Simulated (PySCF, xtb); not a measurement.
CH9GeNSi, SMILES C[SiH2][NH][GeH3]. Other conformers were not sampled.

Harmonic wavenumbers (cm⁻¹) from xtb with GFN2-xTB at its own minimum, in rising order: 45, 100, 116, 143, 228, 304, 473, 507, 557, 575, 608, 697, 769, 773, 784, 816, 827, 837, 851, 923, 1151, 1367, 1482, 1486, 1938, 2012, 2052, 2152, 2208, 3016, 3034, 3047, 3457.

Task: What does PBE-D3(BJ)/def2-SVP in PySCF give at its own minimum? (An estimate is asked for; the answer gives what the named calculation found.)

Result: 14, 55, 124, 168, 254, 296, 472, 513, 602, 609, 666, 717, 759, 812, 834, 849, 859, 890, 919, 935, 1137, 1215, 1379, 1385, 2045, 2072, 2099, 2107, 2148, 2976, 3074, 3083, 3515. Paired by order, the mean absolute difference is 44 cm⁻¹ and the zero-point energies are 56.2 and 56.6 kcal/mol.
